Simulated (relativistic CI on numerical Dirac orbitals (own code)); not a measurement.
**Hyperfine structure of Ir XLI, mass number 193**

Calculated at this level of theory: Dirac-Coulomb-Breit CI, KLI orbitals optimised for each configuration, model QED, unscaled Slater integrals (own radial code, finite nucleus).

Configurations in the expansion (outside the closed core [Ar] 3d10): 4s2 4p6 4d, 4s2 4p6 4f, 4s2 4p5 4d2, 4s 4p6 4d2, 4s2 4p5 4d 4f, 4s 4p6 4d 4f, 4s2 4p6 5s, 4s2 4p6 5p, 4p6 4d3, 4p5 4d4, 4p5 4d3 4f, 4s 4p6 4f2, 4s 4p5 4f3, 4p6 4f3. Double excitations out of closed p, d and f shells are left out; levels of such configurations are missing from the list, as are those of other unlisted configurations, and high levels can miss mixing partners.

Nuclear spin I = 3/2, μ = 0.163 μN, Q = 0.751 b (tables of Stone and Pyykkö). The electronic factors are computed for point nuclear moments, without core polarisation or the Bohr-Weisskopf and QED corrections.

```
               Level   E (eV)  A (MHz)  B (MHz)
   4s2 4p6 4d 2D_3/2    0.000     3549    17100
   4s2 4p6 4d 2D_5/2   23.727     1416    20300
 4s2 4p5 4d2 4D°_1/2  163.739    616.4         
 4s2 4p5 4d2 4G°_9/2  187.393     3669   -90300
4s2 4p5 4d2 2H°_11/2  191.958     3503   -69000
```

Levels with J = 0, under 50 % of one LS term, or S terms without an open s electron are left out. Small factors come from cancelling terms and can be off by tens of per cent or more.

At this charge energies of transitions that change n are usually good to better than 1 %, and those within a shell (Δn = 0) to a few per cent.

Give the hyperfine levels of 4s2 4p6 4d 2D_3/2 relative to its centre of gravity.

With K = F(F + 1) − I(I + 1) − J(J + 1), E = AK/2 + B[¾K(K + 1) − I(I + 1)J(J + 1)]/[2I(2I − 1)J(2J − 1)]: F = 0: 8046, F = 1: -5490, F = 2: -15480, F = 3: 12260 MHz.

LS names give the leading component of a level, which can be under half, so a name can repeat, a term be missing and a line seem to break the LS rules.
